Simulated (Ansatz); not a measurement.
## Which method gave which barrier?

Saddle point of SiH4Cl3OF, singlet (SiHCl₃ ([Cl][SiH]([Cl])[Cl]) + H₂O + HF → SiHCl₃O ([OH][Si]([Cl])([Cl])[Cl]) + HF + H₂; bonds formed: Si1–O7, H2–H8, H6–F9; bonds broken: Si1–H2, H6–O7, H8–F9), PBE0-D4/def2-TZVP structure:

Si1  (-0.373, -0.784, -0.238)
H2  (-0.545, 0.007, 1.222)
Cl3  (0.042, -1.594, -2.148)
Cl4  (0.216, -2.383, 0.894)
Cl5  (-2.370, -0.418, -0.509)
H6  (0.788, 1.341, 0.191)
O7  (0.775, 0.497, -0.556)
H8  (-0.143, 0.906, 1.361)
F9  (0.471, 1.878, 1.231)
H10  (1.139, 0.550, -1.447)
(Å)

Computed with Ansatz 0.2.0 (basis: def2-TZVPP, with def2-QZVPP for the basis limit); correlated methods freeze the cores. B3LYP uses VWN-RPA correlation. Extrapolation: Hartree–Fock as exp(−7.88 √X), correlation as X^−2.97. Four methods, as single points on the PBE0-D4 structures, gave these electronic barriers from the start structure: 4.45, 27.05, 29.63, 49.06 kcal/mol.

**Question.** The methods were, in alphabetical order, B3LYP-D4, CCSD(T), HF, SPW92. Which gave which? (A judgement: the text doesn't fix the answer.)

**Answer.** Computed: SPW92 4.45; B3LYP-D4 27.05; CCSD(T) 29.63; HF 49.06 kcal/mol. For comparison, CCSD(T) at an estimated basis limit (MP2 extrapolated from triple and quadruple zeta, plus CCSD(T) − MP2 in triple zeta) gives 29.63 kcal/mol.

No T1 diagnostic of these runs exceeds 0.011.

Labels in which every atom is bracketed show which atoms are joined, not bond orders.

For scale, one of the runs: CCSD(T)/def2-TZVPP, 286 basis functions, launched by `ansatz run in.yaml --threads 8 --pin off --events-out ev --progress --plain --max-ram 19148MiB`. Time: 4.3 min of wall clock on 8 CPU threads of an Arm Neoverse V1; the host was shared. Peak host memory: 8.3 GiB.
